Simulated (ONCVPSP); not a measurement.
**Tc: one change to an ONCV potential, before and after**

ONCVPSP 4.0.1 input, shortened (lines: element, Z, core and valence counts, functional; n l f; lmax; l rc ep ncon nbas qcut; lloc lpopt rc5 dvloc0; l nproj debl; icmod fcfact rcfact), LDA (Perdew-Zunger), scalar-relativistic:

```
  Tc 43.00    6    4        3      upf
    1    0    2.00
    2    0    2.00
    2    1    6.00
    3    0    2.00
    3    1    6.00
    3    2   10.00
    4    0    2.00
    4    1    6.00
    4    2    5.50
    5    0    1.50
    2
    0    1.85    0.00    4    9    5.30
    1    1.30    0.00    4    9    6.00
    2    1.40    0.00    4    7    7.20
    4    3    0.90    6.00
    0    2    3.60
    1    2    0.50
    2    2    1.10
    0    0.00    0.00
```

In the p channel the program set the typed energies aside and used -1.614, 0.250 Ha.

Change: all radii scaled by about 1.33 (s 2.46, p 1.72, d 1.86 bohr); local potential polynomial inside 1.20 bohr (lpopt 3, dvloc0 6 Ha).

Cutoffs: the cutoffs (Ha) at which the residual kinetic energy of the hardest occupied pseudo-wave falls to 1 and 0.1 mHa per electron; they do not see the model core or the augmentation charge, which bear on the density cutoff. Errors are all-electron minus pseudo energies relative to the spin-unpolarised reference configuration.

**Question.** How do hardness, ghosts and transferability respond?

**Answer.** The potential gets softer (56 Ha and 154 Ha → 20 Ha and 23 Ha); of the 4 tests that both files solve, the error grows in 1 and shrinks in 0 by more than 15 % and 0.3 meV (median size 0.5 → 0.6 meV); neither file shows a bound ghost. A larger radius leaves more room for a smooth pseudo-wave, so fewer plane waves are needed.

```tsv
quantity	base	changed
cutoff, loose	56 Ha	20 Ha
cutoff, tight	154 Ha	23 Ha
loose cutoff by channel	s 8.9 Ha, p 56 Ha, d 23 Ha	s 7.5 Ha, p 13 Ha, d 20 Ha
bound ghosts	none	none
GHOST(+) flags under 300 eV	s at 124.4 eV	none
error for 4s2 4p6 4d5 5s2, meV [ΔE 0.60 eV]	+0.6	+0.7
error for 4s2 4p6 4d5 5s1, meV [ΔE 9.03 eV]	-0.2	-0.4
error for 4s2 4p6 4d5 5s0, meV [ΔE 24.23 eV]	-4.5	-6.4
error for 4s2 4p6 4d5 5s1.5, meV [ΔE 4.00 eV]	+0.4	+0.4
```
